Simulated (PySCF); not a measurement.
## Bond energies at PBE0/def2-SVP beside a composite method

PySCF, lowest determinants of a PBE0 search. The composite is CCSD(T) extrapolated to the basis-set limit from two correlation-consistent sets, with core-valence (CV) and scalar-relativistic (SR) terms as its label shows; it has no spin–orbit coupling and nothing beyond (T).

```
species  state (unpaired electrons)  De PBE0 (eV)  De composite (eV)              composite  dissociates to
    InF      singlet (closed shell)          5.26               5.64     CCSD(T)/CBS(DT)+CV          In + F
    SbH              triplet (π ↑↑)          2.53               2.62        CCSD(T)/CBS(DT)          Sb + H
   TlBr      singlet (closed shell)          4.01               4.03     CCSD(T)/CBS(DT)+CV         Tl + Br
   CsLi      singlet (closed shell)          0.60               0.72     CCSD(T)/CBS(DT)+CV         Cs + Li
    SnI               doublet (π ↑)          3.03               2.95        CCSD(T)/CBS(DT)          Sn + I
   InCl      singlet (closed shell)          4.51               4.61     CCSD(T)/CBS(DT)+CV         In + Cl
   SrCa      singlet (closed shell)          0.20               0.11        CCSD(T)/CBS(DT)         Sr + Ca
     O2              triplet (π ↑↑)          5.51               5.19  CCSD(T)/CBS(TQ)+CV+SR           O + O
```

Does PBE0 bind more or less than the composite, by how much on average, and where is the difference largest?

PBE0/def2-SVP binds about as much on average, method and basis taken together: the mean signed difference is -0.03 eV and the mean absolute one 0.15 eV; it is largest for InF (-0.38 eV).

The molecules are drawn from runs that passed checks on state, spin purity and fit, so the hardest cases are missing and the errors look smaller than over all diatomics.

Correlated steps freeze the inner cores (2 to 24 orbitals); shallow outer-core shells are correlated. Closed-shell solutions of metal pairs were not tested for spin polarisation, which can lower them a little. Weak bonds: SrCa. Basis-set superposition, not corrected here, can be much of De in a small basis, most of all at correlated wavefunction levels. Functionals without a dispersion term scatter widely for such bonds, and LDA overbinds them. Spin–orbit coupling is left out, which matters for elements this heavy, above all for dissociation energies. Where the molecule has an RHF reference, its open-shell atoms are computed with UHF. States were picked by a PBE0 search and need not be the measured ground states.
